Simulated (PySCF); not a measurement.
C₃H₉FSi, singlet, at a GFN2-xTB geometry; CASSCF(4,6)/6-31G run with PySCF.

Input for PySCF:
```python
from pyscf import gto, scf, mcscf
import numpy

mol = gto.Mole()
mol.atom = '''
    Si    0.98344795   -0.48385720    0.05591295
    F     2.39591589    0.09738130   -0.46848746
    C    -0.30072375    0.88068690   -0.24090346
    C    -1.62136418    0.69437175    0.50509836
    C    -2.35070158   -0.57570849    0.08876617
    H     0.78028706   -1.68483745   -0.74318927
    H     1.20201134   -0.75349245    1.47100229
    H     0.13506407    1.83841344    0.05641099
    H    -0.51123595    0.96284002   -1.31040407
    H    -2.26801658    1.55490592    0.31136161
    H    -1.43103789    0.66420644    1.58024836
    H    -1.76853958   -1.45563613    0.35264126
    H    -3.31697804   -0.64107507    0.58423513
    H    -2.51633187   -0.58385676   -0.98646673
'''
mol.basis = '6-31g'
mol.verbose = 4
mol.build()

mf = scf.RHF(mol)
mf.kernel()
mc = mcscf.CASSCF(mf, 6, 4)
mc.kernel()
occ = numpy.linalg.eigvalsh(mc.fcisolver.make_rdm1(mc.ci, mc.ncas, mc.nelecas))[::-1]
ss = mc.fcisolver.spin_square(mc.ci, mc.ncas, mc.nelecas)[0]
print('natural occupations', occ.round(4), ' <S^2>', round(ss, 4))
```

Output, abridged:

```
PySCF version 2.14.0

[INPUT] verbose = 4
[INPUT] num. atoms = 14
[INPUT] num. electrons = 50
[INPUT] charge = 0
[INPUT] spin (= nelec alpha-beta = 2S) = 0
[INPUT] symmetry False subgroup None
[INPUT] Mole.unit = angstrom
[INPUT] Symbol           X                Y                Z      unit          X                Y                Z       unit  Magmom
[...]
nuclear repulsion = 238.943464226786
number of shells = 45
number of NR pGTOs = 170
number of NR cGTOs = 67
basis = 6-31g
ecp = {}

******** <class 'pyscf.scf.hf.RHF'> ********
method = RHF
initial guess = minao
damping factor = 0
level_shift factor = 0
DIIS = <class 'pyscf.scf.diis.CDIIS'>
diis_start_cycle = 1
diis_space = 8
diis_damp = 0
SCF conv_tol = 1e-09
SCF conv_tol_grad = None
SCF max_cycles = 50
direct_scf = True
direct_scf_tol = 1e-13
Set gradient conv threshold to 3.16228e-05
Initial guess from minao.
init E= -507.641501941323
[...]
cycle= 1 E= -507.063329421386  delta_E= 0.578  |g|= 0.506  |ddm|= 2.92
[...]
cycle= 2 E= -507.115932333659  delta_E= -0.0526  |g|= 0.291  |ddm|= 0.738
[...]
cycle= 3 E= -507.129546185171  delta_E= -0.0136  |g|= 0.0407  |ddm|= 0.214
[...]
cycle= 4 E= -507.130168056602  delta_E= -0.000622  |g|= 0.00424  |ddm|= 0.0739
[...]
cycle= 5 E= -507.130176594598  delta_E= -8.54e-06  |g|= 0.00139  |ddm|= 0.0091
[...]
cycle= 6 E= -507.130177380089  delta_E= -7.85e-07  |g|= 0.000424  |ddm|= 0.00244
[...]
cycle= 7 E= -507.130177464647  delta_E= -8.46e-08  |g|= 0.000106  |ddm|= 0.000765
[...]
cycle= 8 E= -507.13017747167  delta_E= -7.02e-09  |g|= 1.31e-05  |ddm|= 0.000268
[...]
cycle= 9 E= -507.130177471773  delta_E= -1.03e-10  |g|= 3.21e-06  |ddm|= 3.24e-05
[...]
Extra cycle  E= -507.130177471774  delta_E= -3.41e-13  |g|= 1.43e-06  |ddm|= 5.65e-06
converged SCF energy = -507.130177471774

******** <class 'pyscf.mcscf.mc1step.CASSCF'> ********
CAS (2e+2e, 6o), ncore = 23, nvir = 38
max_cycle_macro = 50
max_cycle_micro = 4
conv_tol = 1e-07
conv_tol_grad = None
orbital rotation max_stepsize = 0.02
orbital rotation threshold for CI restart = 0.01
augmented hessian ah_max_cycle = 30
augmented hessian ah_conv_tol = 1e-12
augmented hessian ah_linear dependence = 1e-14
augmented hessian ah_level shift = 1e-08
augmented hessian ah_start_tol = 2.5
augmented hessian ah_start_cycle = 3
augmented hessian ah_grad_trust_region = 3
kf_trust_region = 3
kf_interval = 4
ci_response_space = 4
ci_grad_trust_region = 3
with_dep4 0
natorb = False
canonicalization = True
sorting_mo_energy = False
ao2mo_level = 2
internal_rotation = False
******** <class 'pyscf.fci.direct_spin1.FCISolver'> ********
max. cycles = 50
conv_tol = 1e-08
davidson only = False
linear dependence = 1e-12
level shift = 0.001
max iter space = 12
nroots = 1
pspace_size = 400
spin = None
CASCI E = -507.130920898109  S^2 = 0.0000000
Set conv_tol_grad to 0.000316228
macro iter   1 ( 21 JK    4 micro), CASSCF E = -507.135626102192  dE = -4.70520408e-03  S^2 = 0.0000000
               |grad[o]|=0.00212  |grad[c]|=0.0266  |ddm|=0.0444  |maxRot[o]|=0.238
macro iter   2 ( 21 JK    4 micro), CASSCF E = -507.144520337937  dE = -8.89423574e-03  S^2 = 0.0000000
               |grad[o]|=0.0106  |grad[c]|=0.0116  |ddm|=0.0352  |maxRot[o]|=0.264
macro iter   3 ( 21 JK    4 micro), CASSCF E = -507.157079792377  dE = -1.25594544e-02  S^2 = 0.0000000
               |grad[o]|=0.0121  |grad[c]|=0.0293  |ddm|=0.0328  |maxRot[o]|=0.217
macro iter   4 ( 21 JK    4 micro), CASSCF E = -507.166919005083  dE = -9.83921271e-03  S^2 = 0.0000000
               |grad[o]|=0.0133  |grad[c]|=0.0239  |ddm|=0.0199  |maxRot[o]|=0.252
macro iter   5 ( 21 JK    4 micro), CASSCF E = -507.169605725228  dE = -2.68672014e-03  S^2 = 0.0000000
               |grad[o]|=0.00764  |grad[c]|=0.00921  |ddm|=0.00245  |maxRot[o]|=0.216
macro iter   6 ( 21 JK    4 micro), CASSCF E = -507.170358139054  dE = -7.52413826e-04  S^2 = 0.0000000
               |grad[o]|=0.00209  |grad[c]|=0.00779  |ddm|=0.00361  |maxRot[o]|=0.239
macro iter   7 ( 20 JK    4 micro), CASSCF E = -507.170698941453  dE = -3.40802400e-04  S^2 = 0.0000000
               |grad[o]|=0.000818  |grad[c]|=0.00658  |ddm|=0.00167  |maxRot[o]|=0.274
macro iter   8 ( 16 JK    3 micro), CASSCF E = -507.170730938745  dE = -3.19972916e-05  S^2 = 0.0000000
               |grad[o]|=0.000671  |grad[c]|=0.000261  |ddm|=0.000477  |maxRot[o]|=0.0773
macro iter   9 (  3 JK    1 micro), CASSCF E = -507.170730963208  dE = -2.44626790e-08  S^2 = 0.0000000
               |grad[o]|=4.76e-05  |grad[c]|=5.47e-05  |ddm|=3e-05  |maxRot[o]|=0.000383
1-step CASSCF converged in   9 macro (165 JK  32 micro) steps
CASSCF canonicalization
Density matrix diagonal elements [1.97606601 1.97797144 0.0058948  0.01601332 0.00535714 0.01869729]
CASSCF energy = -507.170730963208
CASCI E = -507.170730963208  E(CI) = -5.09927166948864  S^2 = 0.0000000
natural occupations [1.9790e+00 1.9751e+00 2.1000e-02 1.9100e-02 4.4000e-03 1.4000e-03]  <S^2> 0.0
```
